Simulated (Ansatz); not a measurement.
Species: BeF$_{2}$, charge 0, singlet. BeF2 (SMILES [F][Be][F]).
B3LYP-D3(BJ)/def2-TZVP minimum from Ansatz (a first-principles code):
```xyz
3

Be     0.0000     0.0000     0.0000
F      0.0000     0.0000    -1.3812
F      0.0000     0.0000     1.3812
```
Charge 0, spin multiplicity 1.

Total energies in hartree (Ansatz). Open shells are spin-unrestricted; no spin-orbit coupling. Correlated methods leave the cores frozen. No relativity. Where a partner has so few electrons that a lower coupled-cluster level is exact, that level stands in. The restricted determinant of Be ([Be], singlet) is unstable towards broken spin symmetry in at least one set run.

```csv
species,HF/def2-TZVPP,CCSD(T)/def2-TZVPP,HF/def2-QZVPP,CCSD(T)/def2-QZVPP,CCSDT(Q)/def2-TZVPP
1: BeF2 (SMILES [F][Be][F]),-213.76814,-214.32638,-213.78726,-214.40064,-214.32713
2: Be (singlet),-14.57258,-14.61767,-14.57300,-14.61856,-14.61767
3: F (doublet),-99.41180,-99.62506,-99.41589,-99.65118,-99.62536
```

Task: Work out the atomisation energy (electronic, to ground-state atoms) in kcal/mol: take Hartree-Fock from def2-QZVPP, extrapolate the CCSD(T) correlation energy as X^-3 (X = 3, 4), and add CCSDT(Q) - CCSD(T) in def2-TZVPP. 1 hartree = 627.51 kcal/mol.

Result: 
Species 1: correlation (64·(-0.61338) - 27·(-0.55824))/37 = -0.65362; step -0.00075; E1 = -213.78726 + (-0.65362) + (-0.00075) = -214.44163
Species 2: correlation (64·(-0.04556) - 27·(-0.04509))/37 = -0.04590; step +0.00000; E2 = -14.57300 + (-0.04590) + (+0.00000) = -14.61890
Species 3: correlation (64·(-0.23529) - 27·(-0.21326))/37 = -0.25137; step -0.00030; E3 = -99.41589 + (-0.25137) + (-0.00030) = -99.66756
-1·E1 +1·E2 +2·E3 = 0.48761 hartree = 306.0 kcal/mol.
